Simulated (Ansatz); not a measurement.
Born–Oppenheimer molecular dynamics of a periodic cell of 33 atoms, H6C2SO2 (contents 3 C2H6 + 3 SO2, density as packed 0.94 g/cm³ with natural masses). It starts from a partly relaxed structure (largest force component 0.26 eV/Å).

Computed with Ansatz 0.2.0, DFT PBE-D3(BJ), scalar-relativistic, plane waves, PAW. Settings: cutoff 420 eV, k mesh 1x1x1, fermi-dirac smearing 0.02 eV, no spin polarisation.

```yaml
ensemble: NVT, Langevin thermostat
time_step: 0.5 fs
steps_asked: 300
set_temperature: 1500 K
friction: 0.02 /fs
seed: 321365
```

Frames 2.5 fs apart, positions in Å, forces in eV/Å.

Velocities at 105.0 fs (Å/ps):

```
C 17.47 -5.73 -16.75
C 7.29 -12.81 1.62
H -20.56 -14.88 -81.12
H 0.02 -6.49 -46.51
H 45.29 -17.75 53.72
H -48.99 -32.43 -15.66
H -1.33 83.55 37.16
H 5.48 53.10 0.04
C -0.14 -3.97 7.08
C -19.60 7.50 4.53
H 52.74 28.18 41.56
H -23.11 15.77 -8.61
H -76.68 27.03 -10.14
H 33.03 12.76 -25.76
H -80.57 -18.28 31.31
H 19.09 -73.49 -20.60
C -0.72 -1.64 -13.11
C -7.97 -4.74 0.37
H -110.24 45.60 -56.38
H -37.15 -50.69 -19.74
H 27.42 -7.91 4.34
H -19.89 4.53 27.04
H 14.82 23.69 6.36
H -43.30 38.89 -23.44
S 4.89 -6.08 2.88
O 16.67 -11.49 1.20
O 3.68 -18.98 -2.22
S -0.26 0.88 4.38
O 12.24 -5.92 11.51
O 19.49 -1.23 2.84
S 5.57 5.68 9.27
O 4.08 1.72 4.18
O -2.34 18.63 -13.60
```

```xyz
33
Lattice="7.9264 0.0000 0.0000 0.0000 7.9264 0.0000 0.0000 0.0000 7.9264" Properties=species:S:1:pos:R:3:forces:R:3 time_fs=105.0 energy_less_start_eV=4.238 T=1797
C 5.110 0.949 7.344 1.52 2.14 -4.58
C 5.071 0.078 6.010 0.83 -1.27 3.58
H 6.110 1.489 7.353 -1.14 -0.28 0.18
H 4.333 1.573 6.875 -0.27 0.83 2.35
H 5.082 0.335 8.172 -1.01 -0.87 2.04
H 4.215 0.240 5.457 -2.45 0.25 -0.91
H 5.810 0.447 5.358 1.84 -0.57 -0.83
H 4.985 -0.918 6.504 0.94 -0.03 -1.80
C 5.246 5.853 3.377 1.08 -3.40 -2.92
C 4.817 5.104 2.027 1.71 0.75 1.28
H 6.185 6.283 3.395 2.88 0.38 -0.71
H 4.788 6.705 3.562 -3.59 3.60 1.07
H 5.279 5.185 4.183 -0.50 -0.96 1.47
H 4.508 4.110 2.484 -0.74 1.03 -1.62
H 4.240 5.844 1.419 -0.74 -1.22 0.55
H 5.693 4.919 1.348 -0.33 -0.10 0.77
C 0.390 3.317 4.231 -1.33 1.91 -2.03
C -0.068 3.816 2.748 0.53 -5.40 0.49
H -0.145 4.194 4.776 1.05 -2.31 0.39
H 0.111 2.234 4.311 -0.04 1.16 0.58
H 1.466 3.407 4.149 0.51 0.15 0.96
H 0.734 3.437 2.019 -1.32 0.44 0.63
H -1.009 3.118 2.684 1.14 1.91 -0.87
H -0.155 4.850 2.644 -0.59 1.55 -0.06
S 0.731 6.961 5.513 -1.16 -5.22 -0.10
O 1.080 8.295 5.415 1.35 4.90 -0.30
O 1.031 6.074 4.389 0.01 0.72 0.51
S 2.899 4.160 6.899 -0.18 0.86 0.17
O 3.251 5.563 6.585 -0.39 -1.09 0.27
O 1.865 3.930 7.903 0.42 0.20 -0.50
S 1.398 7.802 1.334 -0.68 -1.08 0.69
O 0.145 7.127 1.745 1.03 1.03 -0.69
O 1.390 9.060 0.614 -0.35 0.00 -0.05
33
Lattice="7.9264 0.0000 0.0000 0.0000 7.9264 0.0000 0.0000 0.0000 7.9264" Properties=species:S:1:pos:R:3:forces:R:3 time_fs=107.5 energy_less_start_eV=5.066 T=1559
C 5.151 0.941 7.288 -2.17 -0.50 -0.20
C 5.093 0.048 6.014 -1.34 3.91 -1.73
H 6.048 1.474 7.158 1.29 1.02 0.70
H 4.309 1.570 6.850 0.47 0.25 2.58
H 5.168 0.305 8.299 -0.68 1.76 -1.95
H 4.082 0.160 5.416 1.70 -0.18 1.13
H 5.868 0.618 5.431 -0.17 -2.07 -0.32
H 5.048 -0.839 6.490 1.11 -4.01 -0.13
C 5.250 5.844 3.393 0.83 3.30 -1.69
C 4.771 5.125 2.046 3.56 1.35 -0.23
H 6.322 6.345 3.484 -1.66 -1.52 -0.58
H 4.657 6.820 3.541 0.26 -1.47 -0.09
H 5.073 5.211 4.219 -0.09 -0.66 1.18
H 4.542 4.162 2.388 -1.76 -1.51 0.21
H 4.052 5.782 1.527 -0.02 -0.85 0.04
H 5.659 4.775 1.334 -1.40 1.42 1.05
C 0.384 3.320 4.197 -2.01 1.22 -1.24
C -0.081 3.796 2.748 0.49 1.50 1.22
H -0.375 4.210 4.654 2.54 -2.92 0.58
H 0.028 2.192 4.269 0.70 2.29 0.43
H 1.530 3.384 4.185 -1.54 0.25 0.99
H 0.651 3.457 2.072 0.67 -0.33 -1.46
H -0.965 3.220 2.683 -1.42 -0.26 -0.97
H -0.277 4.958 2.604 0.51 -2.48 0.46
S 0.746 6.941 5.525 -0.90 -5.56 -1.13
O 1.128 8.273 5.420 1.32 4.40 -0.32
O 1.042 6.024 4.387 -0.19 1.63 1.56
S 2.897 4.164 6.906 1.02 0.30 -1.05
O 3.278 5.547 6.618 -0.18 -0.24 0.11
O 1.914 3.924 7.913 -0.95 -0.07 0.91
S 1.413 7.813 1.360 -1.00 1.09 -0.61
O 0.155 7.127 1.755 1.24 1.11 -0.71
O 1.382 9.099 0.583 -0.24 -2.22 1.28
33
Lattice="7.9264 0.0000 0.0000 0.0000 7.9264 0.0000 0.0000 0.0000 7.9264" Properties=species:S:1:pos:R:3:forces:R:3 time_fs=110.0 energy_less_start_eV=5.064 T=1623
C 5.180 0.934 7.229 -2.34 0.54 1.55
C 5.110 0.032 6.003 -1.37 1.12 -0.84
H 6.050 1.534 7.019 0.57 0.52 1.23
H 4.285 1.608 6.992 0.92 -0.29 1.54
H 5.171 0.379 8.325 -0.08 1.60 -2.64
H 4.014 0.058 5.432 2.88 0.07 1.23
H 5.954 0.642 5.476 -1.32 -2.58 -0.63
H 5.168 -0.943 6.478 0.97 -0.75 -1.33
C 5.258 5.853 3.400 -2.93 2.24 0.77
C 4.734 5.149 2.070 2.19 -0.16 0.37
H 6.310 6.322 3.540 -1.58 -1.21 -0.52
H 4.488 6.869 3.495 2.13 -2.47 -0.11
H 4.865 5.225 4.310 1.24 1.09 -1.34
H 4.480 4.146 2.306 -1.40 -1.10 0.97
H 3.878 5.678 1.638 0.37 -0.14 -0.31
H 5.512 4.719 1.359 -0.28 1.81 0.02
C 0.376 3.321 4.163 -2.66 1.16 -1.10
C -0.099 3.780 2.760 1.87 2.50 -0.45
H -0.434 4.057 4.579 2.21 -1.39 1.42
H -0.019 2.294 4.239 0.44 0.11 0.43
H 1.482 3.346 4.266 -0.76 0.52 0.65
H 0.599 3.448 2.004 0.08 0.14 -0.70
H -0.998 3.309 2.632 -2.53 -1.43 -0.74
H -0.394 4.934 2.611 1.29 -2.35 0.48
S 0.761 6.914 5.545 -0.03 -3.67 -2.11
O 1.177 8.267 5.418 0.62 1.95 -0.15
O 1.053 5.974 4.392 -0.40 2.22 2.35
S 2.894 4.168 6.916 2.03 -0.33 -2.24
O 3.295 5.532 6.655 0.10 0.75 -0.10
O 1.950 3.922 7.921 -2.23 -0.41 2.31
S 1.428 7.823 1.380 -1.44 2.24 -1.36
O 0.166 7.125 1.769 1.59 1.29 -0.79
O 1.385 9.139 0.564 -0.15 -3.56 2.14
33
Lattice="7.9264 0.0000 0.0000 0.0000 7.9264 0.0000 0.0000 0.0000 7.9264" Properties=species:S:1:pos:R:3:forces:R:3 time_fs=112.5 energy_less_start_eV=4.767 T=1686
C 5.200 0.943 7.187 -0.88 3.03 0.16
C 5.115 0.025 5.989 0.65 -2.18 0.94
H 6.092 1.648 6.971 -1.12 -0.93 1.24
H 4.295 1.643 7.195 0.87 -0.53 -0.08
H 5.162 0.544 8.199 0.53 -0.37 0.11
H 4.084 -0.016 5.500 1.59 0.28 0.19
H 6.003 0.513 5.489 -1.24 -1.52 -1.19
H 5.336 -1.108 6.364 -0.16 2.47 -1.25
C 5.252 5.864 3.413 -8.02 -0.31 0.68
C 4.707 5.167 2.094 -1.29 -2.48 2.20
H 6.200 6.232 3.590 2.12 0.41 -0.01
H 4.437 6.789 3.459 2.37 -1.50 0.05
H 4.715 5.271 4.345 2.02 1.14 -1.88
H 4.344 4.063 2.285 0.18 1.48 0.77
H 3.756 5.555 1.695 0.67 0.56 -0.14
H 5.360 4.764 1.385 1.74 0.73 -1.82
C 0.356 3.326 4.117 -1.13 1.26 -1.76
C -0.104 3.778 2.768 0.15 -3.10 -2.92
H -0.413 3.807 4.624 -0.40 1.78 2.65
H -0.053 2.417 4.246 -0.58 -4.22 0.29
H 1.369 3.323 4.390 1.34 0.62 0.55
H 0.538 3.425 1.883 -0.73 0.77 1.06
H -1.122 3.332 2.550 0.79 -0.38 0.29
H -0.427 4.756 2.674 0.47 2.59 -0.15
S 0.772 6.882 5.559 0.73 -1.48 -2.57
O 1.220 8.264 5.407 -0.12 -0.34 0.09
O 1.056 5.929 4.406 -0.47 2.34 2.54
S 2.895 4.174 6.919 1.94 -1.24 -2.39
O 3.316 5.519 6.686 0.39 1.72 -0.25
O 1.969 3.917 7.934 -2.41 -0.47 2.57
S 1.442 7.836 1.394 -1.83 2.81 -1.74
O 0.176 7.128 1.782 1.87 1.39 -0.84
O 1.385 9.176 0.556 -0.05 -4.30 2.60
33
Lattice="7.9264 0.0000 0.0000 0.0000 7.9264 0.0000 0.0000 0.0000 7.9264" Properties=species:S:1:pos:R:3:forces:R:3 time_fs=115.0 energy_less_start_eV=5.068 T=1760
C 5.213 0.968 7.147 0.67 3.65 -2.35
C 5.126 0.004 5.974 3.61 -2.45 3.11
H 6.100 1.739 7.013 -1.35 -1.57 0.44
H 4.363 1.656 7.354 -0.35 -0.01 -1.33
H 5.181 0.661 8.097 0.94 -2.32 3.86
H 4.197 -0.059 5.564 -2.38 0.00 -1.81
H 5.990 0.311 5.446 0.21 0.48 -2.05
H 5.501 -1.145 6.179 -1.17 2.45 0.24
C 5.218 5.874 3.433 -5.77 -2.18 -1.08
C 4.669 5.171 2.130 -0.71 -3.81 0.91
H 6.171 6.146 3.659 2.80 0.53 0.09
H 4.506 6.658 3.436 0.10 2.25 0.05
H 4.653 5.383 4.264 1.27 -0.46 -0.02
H 4.197 4.082 2.347 1.49 1.43 0.34
H 3.686 5.443 1.759 0.00 1.60 -0.20
H 5.291 4.875 1.292 0.63 0.66 -0.23
C 0.322 3.330 4.063 -0.72 -2.72 3.47
C -0.111 3.760 2.768 -1.80 -3.69 -3.94
H -0.410 3.630 4.814 0.13 1.64 0.54
H -0.083 2.332 4.304 0.94 -1.12 -0.87
H 1.335 3.325 4.553 -0.54 0.46 -1.07
H 0.423 3.447 1.835 0.35 0.41 0.90
H -1.185 3.334 2.430 1.79 0.04 1.24
H -0.417 4.709 2.701 -0.20 4.28 -0.29
S 0.780 6.849 5.567 1.01 0.10 -2.19
O 1.260 8.246 5.405 -0.52 -1.56 0.23
O 1.055 5.888 4.441 -0.34 2.01 2.01
S 2.908 4.180 6.912 0.60 -2.36 -1.22
O 3.342 5.511 6.720 0.77 2.65 -0.41
O 1.984 3.913 7.951 -1.43 -0.26 1.55
S 1.453 7.851 1.402 -1.88 3.07 -1.88
O 0.188 7.144 1.784 1.82 1.29 -0.76
O 1.383 9.199 0.561 0.04 -4.48 2.70
33
Lattice="7.9264 0.0000 0.0000 0.0000 7.9264 0.0000 0.0000 0.0000 7.9264" Properties=species:S:1:pos:R:3:forces:R:3 time_fs=117.5 energy_less_start_eV=5.316 T=1651
C 5.229 1.015 7.092 1.52 0.12 2.78
C 5.151 -0.035 5.984 3.23 -0.03 -0.23
H 6.074 1.771 7.090 -0.40 -1.03 -0.49
H 4.415 1.650 7.419 -1.36 0.29 -1.51
H 5.253 0.650 8.165 0.82 -0.76 -0.77
H 4.213 -0.058 5.535 -1.51 -0.17 -1.16
H 5.996 0.093 5.265 -0.86 1.82 -0.66
H 5.615 -1.066 5.954 -1.33 0.01 2.19
C 5.165 5.882 3.446 1.00 -1.71 -2.31
C 4.644 5.164 2.162 -0.90 -2.73 -1.43
H 6.233 6.063 3.689 -0.68 -0.14 -0.69
H 4.560 6.686 3.412 -1.01 4.13 -0.08
H 4.663 5.455 4.238 -0.52 -1.87 2.24
H 4.128 4.160 2.403 1.85 0.18 0.10
H 3.607 5.424 1.824 0.76 1.64 0.01
H 5.262 5.003 1.173 -0.74 0.52 2.05
C 0.274 3.322 4.035 -0.02 -4.73 7.54
C -0.126 3.724 2.752 -4.29 3.70 -2.76
H -0.381 3.560 5.011 0.55 0.82 -2.17
H -0.010 2.198 4.276 0.89 1.03 -1.13
H 1.288 3.336 4.642 -1.01 0.45 -2.17
H 0.328 3.475 1.828 1.88 -0.21 -0.59
H -1.163 3.360 2.377 0.88 -0.05 1.44
H -0.419 4.873 2.725 1.16 -1.78 -0.19
S 0.787 6.818 5.581 1.13 1.42 -1.59
O 1.300 8.224 5.410 -0.81 -2.33 0.30
O 1.054 5.846 4.488 -0.17 1.51 1.32
S 2.925 4.179 6.905 -0.83 -2.71 0.30
O 3.376 5.511 6.753 0.83 2.63 -0.39
O 1.990 3.900 7.978 -0.05 0.11 -0.01
S 1.463 7.874 1.400 -1.47 2.94 -1.76
O 0.207 7.173 1.777 1.36 0.97 -0.56
O 1.380 9.204 0.575 0.10 -4.03 2.40
```

Of the whole run (150 fs, mean temperature of the second half 1633 K): A run of 0.15 ps of so small a system gives no equilibrium averages. Limits of this set-up: coarse k mesh.

Run time: 16 min on 1 thread of Arm Neoverse V1, on a shared host, peak memory 0.48 GiB.
